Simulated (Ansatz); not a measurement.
HfF₄. Total charge 0; singlet. Geometry relaxed at PBE0-D4/def2-SVP.

```xyz
5

Hf    0.000    0.000    0.000
F    -1.320   -1.371    0.024
F     0.117    0.798    1.724
F    -0.483    1.323   -1.280
F     1.686   -0.750   -0.468
```

In the def2 sets Hf takes a core potential; there is no spin–orbit coupling.

**Question.** Estimate the harmonic wavenumbers at RKS PBE0-D4/def2-SVP (Ansatz, unscaled). Is this a minimum?

**Answer.** 156, 156, 156, 162, 162, 679, 679, 679, 687 cm⁻¹. Yes, no mode is imaginary beyond noise. Zero-point energy 21.0 kJ/mol. Hardware: 4 threads of AMD EPYC 9R45 on a shared host. Wall time 12 s.
